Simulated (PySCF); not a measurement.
Species: C₂H₃F₄NSi.
Numbering: `[F:1][SiH2:2]/[N:3]=[CH:4]\[C:5]([F:6])([F:7])[F:8]` (hydrogens: H9, H10 on Si2; H11 on C4)

Torsions of this conformer, `[F:1][SiH2:2]/[N:3]=[CH:4]\[C:5]([F:6])([F:7])[F:8]`: F1–Si2–N3–C4 -177°, N3–C4–C5–F6 0°.

The closed-shell ground state was solved at several levels (PySCF, density fitting, gas phase, non-relativistic). The structure is a single PBE0-D3(BJ)/def2-SVP conformer in the gas phase; no vibrational or solvent corrections.

```tsv
level	basis functions	total energy (Eh)	HOMO (eV)	LUMO (eV)	gap (eV)	dipole (D)
PBE0/cc-pVTZ	286	-821.2559	-7.97	-1.99	5.98	1.39
LDA/pcSseg-1	158	-816.8433	-6.72	-3.39	3.33	1.53
PBE0/6-311+G(2d,p)	242	-821.2255	-8.12	-2.14	5.98	1.43
PBE0/IGLO-III	319	-821.2917	-8.08	-2.10	5.98	1.38
PBE0/def2-TZVP	272	-821.2866	-8.04	-2.06	5.98	1.39
CAM-B3LYP/pcSseg-1	158	-821.5057	-9.48	-0.84	8.64	1.51
```

Question: Estimate the row for PBE0/pcSseg-0, a basis of 82 functions; the other rows only guide the guess.

Answer: Total energy -819.4414 Eh, HOMO -8.02 eV, LUMO -2.17 eV, gap 5.85 eV, dipole 1.72 D.

Question: Over all these levels, which gives the widest orbital gap and which the narrowest?

Answer: CAM-B3LYP/pcSseg-1 (range-separated hybrid) has the widest, 8.64 eV, and LDA/pcSseg-1 (LDA) the narrowest, 3.33 eV. The two share the basis. From the narrowest to the widest the HOMO moves by -2.76 eV and the LUMO by +2.55 eV.

Question: How much does the basis alone move the frontier levels among the 5 PBE0 rows (the withheld one included)?

Answer: The HOMO by 0.15 eV and the LUMO by 0.18 eV. By rising basis size (HOMO, LUMO in eV): pcSseg-0 -8.02, -2.17; 6-311+G(2d,p) -8.12, -2.14; def2-TZVP -8.04, -2.06; cc-pVTZ -7.97, -1.99; IGLO-III -8.08, -2.10.

Question: How far do the dipole and the HOMO energy spread over the levels?

Answer: The dipole runs from 1.38 to 1.72 D (mean 1.48 D) and the HOMO from -9.48 to -6.72 eV.
